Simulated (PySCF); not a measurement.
Point-charge models of `CCO[C@@H]1CC[Si@H](O)C1` against its computed dipole.

Coordinates (GFN2-xTB, Å) and charges (e) from the PBE0/pcSseg-1 density (PySCF):

```
atom       x       y       z  Mulliken      IAO  Hirshfeld  ESP-fitted
  C1   2.700   0.679  -1.202   -0.2700  -0.4205    -0.1214     -0.4628
  C2   1.967  -0.248  -0.244   +0.0061  -0.0387    +0.0062     +0.2597
  O3   0.588  -0.177  -0.514   -0.5271  -0.4121    -0.1194     -0.3008
  C4  -0.219  -1.090   0.218   -0.0488  +0.0944    +0.0415     +0.0810
  C5  -1.575  -1.139  -0.488   -0.1296  -0.2538    -0.0778     -0.0601
  C6  -2.240   0.236  -0.349   -0.5637  -0.5786    -0.1726     -0.4563
 Si7  -1.545   0.967   1.270   +1.0298  +1.1293    +0.4151     +0.7645
  O8  -0.673   2.326   1.059   -0.5608  -0.7848    -0.3141     -0.6974
  C9  -0.477  -0.569   1.633   -0.5164  -0.5958    -0.1843     -0.5532
 H10   2.482   0.397  -2.228   +0.1207  +0.1502    +0.0430     +0.1277
 H11   3.771   0.614  -1.032   +0.1138  +0.1470    +0.0478     +0.1247
 H12   2.379   1.707  -1.053   +0.1115  +0.1396    +0.0412     +0.1227
 H13   2.319  -1.283  -0.378   +0.0979  +0.1162    +0.0334     +0.0159
 H14   2.180   0.046   0.796   +0.0990  +0.1125    +0.0322     +0.0214
 H15   0.265  -2.081   0.218   +0.1048  +0.1130    +0.0305     +0.0537
 H16  -1.443  -1.417  -1.534   +0.1240  +0.1418    +0.0367     +0.0580
 H17  -2.183  -1.902   0.000   +0.1156  +0.1330    +0.0403     +0.0768
 H18  -3.322   0.135  -0.373   +0.1339  +0.1473    +0.0353     +0.1144
 H19  -1.962   0.862  -1.196   +0.1450  +0.1525    +0.0351     +0.1241
 H20  -2.488   1.348   2.310   -0.1045  -0.1440    -0.0829     -0.1330
 H21   0.022   2.311   0.402   +0.2450  +0.3604    +0.1616     +0.4243
 H22   0.456  -0.368   2.156   +0.1379  +0.1424    +0.0317     +0.1389
 H23  -1.008  -1.327   2.203   +0.1359  +0.1487    +0.0403     +0.1557
```

Task: Compute μ = Σ q r for each scheme (1 e·Å = 4.803 D) and compare with the dipole of the full density.

Result: The full density gives (1.37, -1.79, -0.53) D, 2.32 D in size; dipole vectors point from the negative to the positive end.

```csv
scheme,μx,μy,μz,size (D),share of the full size (%),angle to the full dipole (°)
Mulliken,-0.10,-0.62,1.52,1.64,71,88
IAO,0.43,-2.17,0.64,2.31,99,39
Hirshfeld,0.81,-0.82,-0.21,1.17,50,8
ESP-fitted,1.36,-1.82,-0.53,2.33,101,1
```

Task: Which set comes closest?

Result: Length of the difference vector: ESP-fitted 0.03 D, Hirshfeld 1.17 D, IAO 1.55 D, Mulliken 2.79 D. Closest: ESP-fitted. 

Task: What is left for the Hirshfeld atoms' own dipoles?

Result: The Hirshfeld atoms' densities add up to the full density, so μ = Σ q r + Σ (atomic dipoles). The atomic dipoles sum to (1.37, -1.79, -0.53) − (0.81, -0.82, -0.21) = (0.56, -0.97, -0.32) D, 1.17 D in size.

Task: With the origin at the mean of the coordinates, (0.000, 0.001, 0.073) Å, which are the largest single terms, by size, of the IAO dipole along the direction of the full one?

Result: Si7 -10.50, O8 +9.13, C6 +3.92, H21 -3.20, C1 -2.76 D; all 23 atoms together +1.79 D. The single terms depend on the origin, their sum doesn't.

Task: Give the size of the full dipole in other units.

Result: 2.32 D = 0.913 au = 0.483 e·Å = 7.74 × 10⁻³⁰ C·m.

One conformer (not necessarily the lowest) at the GFN2-xTB geometry, without solvent, vibrations or thermal averaging.
